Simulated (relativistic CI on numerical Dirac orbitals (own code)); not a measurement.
d1 to d9 in one tetrahedral field

Computed with a parametric ligand-field model without spin-orbit coupling, by exact diagonalisation: B = 640, C = 2560, 10Dq = -5700 cm⁻¹ (Td; |10Dq|/B = 8.9) for every shell. Energies in cm⁻¹; the field energy is (0.6 n_e − 0.4 n_t2) × 10Dq of the ground term; g labels are left out.

```
Shell  Ground term  Electrons in e  Field energy  First spin-allowed bands  Lowest term of other spin
   d1           2E           1.000         -3420                  2T2 5700                           
   d2          3A2           2.000         -6840        3T2 5700, 3T1 9510                    1E 9845
   d3          4T1           1.915         -4078       4T2 4948, 4A2 10648                    2E 6564
   d4          5T2           2.000         -2280                   5E 5700                   3T1 8688
   d5            ?               ?             ?                         ?                          ?
   d6           5E           3.000         -3420                  5T2 5700                   3T1 9159
   d7          4A2           4.000         -6840        4T2 5700, 4T1 9510                   2E 11887
   d8          3T1           3.915         -4078       3T2 4948, 3A2 10648                   1T2 9294
   d9          2T2           4.000         -2280                   2E 5700
```

(1) Fill in the row of d5.

Answers

(1) Ground term: 6A1; Electrons in e: 2.000; Field energy: 0; First spin-allowed bands: none; Lowest term of other spin: 4T1 15202. Every shell keeps the spin of the free ion. Tetrahedral fields of 3d complexes are almost always too weak to pair spins. High-spin d^(n+5) repeats the spin-allowed bands of d^n, since the half-filled shell is spherical.
